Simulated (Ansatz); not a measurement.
A search over several starts for the lowest SCF solution of Rb8⁻ at the given spin, in a small basis.

```yaml
crystal:
  periodic: [false, false, false]
  atoms:
    - {symbol: Rb, position_ang: [3.218149, -0.206225, -1.917945]}
    - {symbol: Rb, position_ang: [2.313079, 3.640058, 0.712420]}
    - {symbol: Rb, position_ang: [-4.972685, -0.990631, 0.278188]}
    - {symbol: Rb, position_ang: [-1.271908, 1.153513, 3.120763]}
    - {symbol: Rb, position_ang: [-0.741625, -1.972174, -4.051732]}
    - {symbol: Rb, position_ang: [-1.418795, 2.036828, -1.568687]}
    - {symbol: Rb, position_ang: [-0.369777, -2.828772, 0.630887]}
    - {symbol: Rb, position_ang: [3.243562, -0.832596, 2.796115]}
basis:
  gaussian: {orbitals: def2-SVP, initial_orbitals: start.molden}
total_charge: -1
magnetization: {spin_polarized: true, initial_magnetization: 1}
hamiltonian: {xc: pbe}
output: {orbitals: {seedname: orbitals}}
```

The file start.molden holds the orbitals of an earlier run on this structure, at another level or in another basis.

```sh
$ ansatz run in.yaml --threads 4 --pin off --events-out ev --progress --plain --max-ram 4787MiB
```

Output, abridged:

```
Functional definition: PBE
2160 factors; their error is unknown
mean field evaluation 1: about -5234.7526 eV, gradient 1.1e2 eV
mean field evaluation 2: about -5242.4561 eV, gradient 8.1e0 eV
mean field evaluation 4: about -5246.3642 eV, gradient 2.1e0 eV
mean field evaluation 8: about -5246.9855 eV, gradient 3.5e-1 eV
mean field evaluation 16: about -5246.9871 eV, gradient 2.0e-5 eV
mean field evaluation 32: about -5246.9869 eV, gradient 5.6e-2 eV
mean field evaluation 64: about -5246.1304 eV, gradient 2.6e0 eV
mean field evaluation 96: about -5246.7362 eV, gradient 4.3e-1 eV
mean field evaluation 128: about -5246.4350 eV, gradient 5.2e-2 eV
mean field -5246.98706343 eV, -192.8232180455 hartree, gradient 3.4e-6 eV, S^2 0.770848; 11 other end points of the search recorded, 0 dependent functions left out
reference -5246.98711590 eV, -192.8232199736 hartree; 37, 36 occupied and 155, 156 virtual orbitals, 2160 factors
Total energy: -5246.98711590 eV, -192.8232199736 hartree
```

It took 88 s on 4 threads of Arm Neoverse V1 on a shared host, peak host memory 1.1 GiB.

In the def2 sets Rb takes a core potential; there is no spin–orbit coupling. The highest occupied level of the charge -1 doublet lies above zero (up to 0.09 eV). It is a level of α spin, whose loss leaves a singlet; that state wasn't run at this geometry and level. The electron is either unbound and held by the finite basis, or the level is raised by self-interaction error. Another isomer (doublet) lies 0.06 eV lower at PBE0/def2-TZVPD; other spin states weren't run for this one.
